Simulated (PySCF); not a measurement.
C4H9N, SMILES `C=CN(C)C` (C–C–N–C torsion 6°), neutral singlet in the gas phase. 

Cartesian coordinates (Å):
SMILES: C=CN(C)C
```xyz
14

C      2.0783     0.1520    -0.0903
C      0.9812    -0.3598     0.4822
N     -0.3246     0.0540     0.3224
C     -0.5970     1.0789    -0.6584
C     -1.3660    -0.9384     0.4986
H      2.0488     0.9540    -0.8132
H      3.0491    -0.2305     0.1864
H      1.0819    -1.1805     1.1849
H     -1.6381     1.3898    -0.5749
H      0.0374     1.9467    -0.4744
H     -0.4160     0.7359    -1.6881
H     -1.1100    -1.5927     1.3319
H     -2.3121    -0.4459     0.7292
H     -1.5129    -1.5635    -0.3946
```
Charge 0, multiplicity 1.

All levels are single points at this geometry (B3LYP-D3(BJ)/def2-TZVP); Pople sets use spherical d functions. Orbital energies aren't observables, and empty levels follow the basis.

HF/STO-3G in PySCF gives dipole (D) = 1.25.

**Question.** Estimate the dipole (D) from each of these levels: TPSSh-D3(BJ)/def2-TZVP in PySCF; B3LYP/3-21G in PySCF; B3LYP/6-31G* in PySCF; SVWN5/6-31G* in PySCF; HF/3-21G in PySCF.

**Answer.** 
```tsv
level	dipole (D)
TPSSh-D3(BJ)/def2-TZVP in PySCF	1.60
B3LYP/3-21G in PySCF	1.59
B3LYP/6-31G* in PySCF	1.48
SVWN5/6-31G* in PySCF	1.57
HF/3-21G in PySCF	1.50
```
